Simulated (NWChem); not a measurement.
System: GaO, doublet; SMILES [O]=[Ga]

NWChem input:

```
start job
memory heap 200 mb stack 900 mb global 1100 mb
geometry units angstroms noautoz
  Ga     0.000000     0.000000    -0.367999
  O      0.000000     0.000000     1.338887
end
basis spherical
  Ga library 3-21g
  O library 3-21g
end
dft
  odft
  mult 2
  xc hfexch
  iterations 150
  mulliken
end
task dft energy
```

All runs use the structure optimised with PBE0/def2-SVP, spin-unrestricted. No stability test was run on the SCF state.

Problem. Give the results of this calculation. (UHF/3-21G.) Quantities: basis functions; energy (Ha); highest occupied level (eV); lowest empty minus highest occupied level, either spin (eV); dipole (D); <S²>.

Solution. The number of basis functions is 31, the energy (Ha) comes out as -1988.25 and the highest occupied level (eV) is -9.61. The lowest empty minus highest occupied level, either spin (eV) is 11.21 and the dipole (D) comes out as 1.86. The <S²> is 0.779.
